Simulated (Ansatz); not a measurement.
```yaml
atoms:
  - { symbol: C, position_ang: [0.0003, -0.0363, -0.6415] }
  - { symbol: O, position_ang: [0.0069, -0.0586, 0.7461] }
  - { symbol: H, position_ang: [-0.0024, -1.0748, -1.0185] }
  - { symbol: H, position_ang: [-0.9048, 0.4657, -1.0765] }
  - { symbol: H, position_ang: [0.8935, 0.4751, -1.0717] }
  - { symbol: H, position_ang: [0.0059, 0.8405, 1.0793] }
```

Basis set: 6-31G* (spherical functions). Correlated methods keep 2 orbitals frozen. Charge 0, multiplicity 1.

Computed with Ansatz (development build ahead of 0.2.0); each method stands on the lowest determinant of its kind that the runs found. Restricted open shells among the atoms or ions are ROHF, correlated in semicanonical orbitals with singles.

Q: Give the atomization energy at this shape (free ground-state atoms in the same class of orbitals less the molecule, no zero-point energy) of singlet CH4O by RHF-MP2, RHF.

A:

```csv
method,atomization energy
RHF-MP2,463.18 kcal/mol
RHF,366.54 kcal/mol
```
